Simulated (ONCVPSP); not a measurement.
aluminium (Al): excitation energies, all-electron against ONCV

ONCVPSP 4.0.1 input, shortened (lines: element, Z, core and valence counts, functional; n l f; lmax; l rc ep ncon nbas qcut; lloc lpopt rc5 dvloc0; l nproj debl; icmod fcfact rcfact), PBEsol, scalar-relativistic:

```
  Al 13.00    1    4  -116133      upf
    1    0    2.00
    2    0    2.00
    2    1    6.00
    3    0    2.00
    3    1    1.00
    1
    0    1.15    0.00    3    8   12.40
    1    1.25    0.00    3    8   10.00
    4    5    0.85    0.00
    0    2    3.60
    1    2    2.10
    3    4.50    1.25
```

Energies are relative to the spin-unpolarised reference configuration 2s2 2p6 3s2 3p1; without spin polarisation the order of configurations can differ from experiment. Not all tests gave a result: 1 of 4 tests not solved or not reliable.

| valence configuration | charge | ΔE all-electron (eV) | error AE − PS (meV) |
| --- | --- | --- | --- |
| 2s2 2p6 3s2 3p0 | +1 | 5.736 | +0.1 |
| 2s2 2p6 3s1 3p0 | +2 | 24.907 | -1.6 |
| 2s1 2p6 3s2 3p1 | +1 | 120.377 | -620 |
